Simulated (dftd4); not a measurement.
C4H8NO, doublet, at a GFN2-xTB geometry; D4 for b97d (dftd4).

Here is a job for dftd4.
```
$ dftd4 mol.xyz --func b97d --charge 0 --json dftd4.json --noedisp --grad

# file mol.xyz
14

C      1.65976568    -0.94200713    -0.15316346
C      0.79434405     0.14846511     0.13409617
O      1.20802231     1.20512703     0.61524242
N     -0.55375410    -0.02185898    -0.12037189
C     -1.46771921     1.00555948     0.30337301
C     -1.12854011    -1.21496915    -0.68598781
H      1.31825804    -1.92677478    -0.40461224
H      2.71033890    -0.79143733     0.01272719
H     -2.06699405     1.35635046    -0.54033177
H     -2.13777724     0.63240220     1.08330828
H     -0.87815217     1.83123658     0.69893060
H     -0.57182946    -1.53955070    -1.56552403
H     -1.15861846    -2.03536458     0.03950843
H     -2.15022780    -0.99715512    -0.99325006
```

What the program printed (banner, timings and long lists left out):

```
                    ____  _____ _____     ____  _  _
      -------------|  _ \|  ___|_   _|---|  _ \| || |------------
     |             | | | | |_    | | ___ | | | | || |_           |
     |             | |_| |  _|   | ||___|| |_| |__   _|          |
     |             |____/|_|     |_|     |____/   |_|            |
     |             ===================================           |
     |            E. Caldeweyher, S. Ehlert & S. Grimme          |
     |          Mulliken Center for Theoretical Chemistry        |
     |                    University of Bonn                     |
      -----------------------------------------------------------

Rational (Becke-Johnson) damping: b97d-D4-ATM
---------------------
  s6         1.0000
  s8         1.6946
  s9         1.0000
  a1         0.2890
  a2         4.1341
 alp        16.0000
--------------------

Dispersion energy:      -3.9576458548518E-02 Eh

Gradient norm:           4.6542700155758E-03 Eh/a0
--------------------------------------------------
     #    Z           dE/dx      dE/dy      dE/dz
--------------------------------------------------
     1    6 C     2.077E-03 -8.035E-04 -7.495E-06
     2    6 C     1.360E-03  4.123E-04  2.940E-04
     3    8 O     1.171E-03  1.177E-03  5.755E-04
     4    7 N    -7.354E-04  2.111E-04 -8.409E-05
     5    6 C    -1.517E-03  1.216E-03  4.077E-04
     6    6 C    -1.372E-03 -1.476E-03 -8.658E-04
     7    1 H     4.788E-04 -3.901E-04 -3.640E-05
     8    1 H     3.467E-04 -1.621E-04 -2.061E-05
     9    1 H    -3.313E-04  3.846E-04 -4.159E-05
    10    1 H    -3.726E-04  2.528E-04  2.947E-04
    11    1 H    -1.893E-04  3.065E-04  1.165E-04
    12    1 H    -2.987E-04 -3.303E-04 -3.963E-04
    13    1 H    -3.620E-04 -4.940E-04 -1.048E-05
    14    1 H    -2.557E-04 -3.043E-04 -2.255E-04
--------------------------------------------------

Virial:
--------------------------------------------------
      component           x          y          z
--------------------------------------------------
          x       2.737E-02 -1.820E-03  2.485E-03
          y      -1.820E-03  1.736E-02  6.603E-03
          z       2.485E-03  6.603E-03  4.543E-03
--------------------------------------------------

[Info] Dispersion results written to 'dftd4.txt'
[Info] JSON dump of results written to 'dftd4.json'
```
